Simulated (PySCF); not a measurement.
**Computed structure and properties of Ce2S3**

System: Ce2S3 (singlet in the valence; each metal's 4f electrons, 1 of them, lie in its core potential, out of spins and levels); start: displaced along the imaginary mode (C2v). Method: PySCF 2.14.0, RKS BP86, Ce lcecp-1-SVP with ECP47, S def2-SVP; non-relativistic Hamiltonian with scalar-relativistic core potentials where named; density fitting; no spin-orbit coupling.

Input of the relaxation:

```python
mol = gto.M(atom='''
Ce     0.02373     0.05696     2.78343
Ce     0.02373     0.05696    -2.78343
S     -0.09613    -0.23078     0.00000
S     -0.05576    -0.13387     5.25123
S     -0.05576    -0.13387    -5.25123''',
    basis={'Ce': 'lcecp-1-SVP', 'S': 'def2-SVP'},
    ecp={'Ce': 'lcecp-1-SVP'},
    charge=0, spin=0)
mf = dft.RKS(mol, xc='B88,P86')
mf.grids.atom_grid = (50, 194)  # f atoms: unpruned, at least (60, 302)
mf = mf.density_fit()  # fitting sets: Ce AutoAux, S def2-universal-JKFIT
mf.conv_tol = 1e-08; mf.max_cycle = 55
mf.kernel(dm0)  # dm0: converged density of the start geometry
# quasi-Newton relaxation in Cartesian coordinates to a largest gradient under 0.00045 Eh/bohr, steps kept in the point group
```

Run from Python with OMP_NUM_THREADS=2; the lines above give its settings. Where DIIS fails, smearing, a level shift and second-order steps follow.
It took 4.6 min on 2 threads of Arm Neoverse V1, with other jobs on the host, from the converged density of the start.

Course of the relaxation:

```csv
step,energy above end (eV),largest force component within the symmetry (eV/Å)
0,1.2158,0.266
1,1.1587,0.336
2,1.0875,0.370
3,1.0032,0.360
4,0.9157,0.458
5,0.6379,1.055
6,0.5066,0.776
7,0.3754,0.333
26,0.0138,0.116
27,0.0116,0.193
28,0.0022,0.136
29,0.0007,0.017
30,0.0001,0.026
31,0.0000,0.013
```
(The steps between are left out.)

Relaxed geometry (C2v):

```xyz
5

Ce    0.2677    0.6427    2.5059
Ce    0.2677    0.6427   -2.5059
S     0.6305    1.5136    0.0000
S    -0.6631   -1.5918    2.7109
S    -0.6631   -1.5918   -2.7109
```

```csv
contact,Å
Ce1–S3 (S),2.678
Ce1–S4 (S),2.429
Ce2–S5 (S),2.429
```

On the finer grid (75, 302):

- HOMO: -4.58 eV
- LUMO: -2.66 eV
- Dipole about the centre of mass: 11.46 D
- Set of Mulliken populations of Ce1 outside the core potential: s 2.22, p 6.23, d 1.92, f 0.04
- D3(BJ) dispersion energy (not in the energies): -0.477 eV

| atom | Mulliken (e) | Löwdin (e) | spin (e) |
| --- | --- | --- | --- |
| Ce1 | 0.59 | 0.08 | 0.00 |
| Ce2 | 0.59 | 0.08 | 0.00 |
| S3 | -0.56 | -0.05 | 0.00 |
| S4 | -0.31 | -0.05 | 0.00 |
| S5 | -0.31 | -0.05 | 0.00 |

The 4f levels lie in the core potential and are missing. Their spin isn't counted.

On the grid (50, 194), as all that follows. Harmonic modes: 1 unstable but soft, so probably a saddle point, though modes this soft are near the noise (counted below −25 cm⁻¹); lowest -29 cm⁻¹ (negative: unstable), highest 427 cm⁻¹, zero-point energy 0.100 eV.

Rigid scan of S along the line from its metal:

(distance to S3 (Å), energy (eV)): (2.38, 0.660), (2.48, 0.272), (2.58, 0.064), (2.68, 0.000), (2.78, 0.058), (2.88, 0.225), (2.98, 0.493), (3.13, 1.082)

One start shape was tried, so this needn't be the lowest isomer.

An lcecp potential fixes the number of 4f electrons, so in runs with it no electron can move into or out of that shell.
